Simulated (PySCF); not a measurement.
BH3O. Atoms are numbered in the order given.

```xyz
5

B     -0.0311     0.7114     0.0000
H      0.9653     1.3728     0.0000
H     -1.1303     1.1974     0.0000
O      0.1278    -0.6270     0.0000
H     -0.7018    -1.1112     0.0000
```

The structure is a stationary point at PBE0-D3(BJ)/def2-TZVP.

Vertical ionisation energy (IE) and electron affinity (EA) in eV. Rows of orbital energies are one-electron estimates. Where ΔSCF, EOM or ADC give a negative EA the extra electron is unbound and the value depends on the basis.

```json
[
 {"level": "−ε(HOMO), −ε(LUMO), M06-2X/def2-TZVPD (PySCF)", "IE": "10.29", "EA": "-0.08"},
 {"level": "−ε(HOMO), −ε(LUMO), ωB97X/def2-TZVPD (PySCF)", "IE": "___", "EA": "___"},
 {"level": "ADC(2)/aug-cc-pVDZ (PySCF)", "IE": "11.45", "EA": "-0.79"}
]
```

**Question.** What belongs in the gaps? (Estimate from the structure and the level; the computed values follow.)

**Answer.** 
- −ε(HOMO), −ε(LUMO), ωB97X/def2-TZVPD (PySCF), IE: 11.42
- −ε(HOMO), −ε(LUMO), ωB97X/def2-TZVPD (PySCF), EA: -1.48

Computed lowest 1s main lines (those of the lightest heavy element) from CVS-ADC(2)-x/aug-cc-pVDZ (PySCF, non-relativistic), with pole strengths:
198.9 eV (1.57).

**Question.** Beyond the first one, list the lowest photoelectron lines from PySCF 2.14.0 with ADC(2)/aug-cc-pVDZ with their pole strengths (two spins summed). (Estimate from the structure and the level; the computed values follow.)

**Answer.** 12.49 eV (1.76), 13.91 eV (1.81), 16.03 eV (1.82), 18.87 eV (1.77).
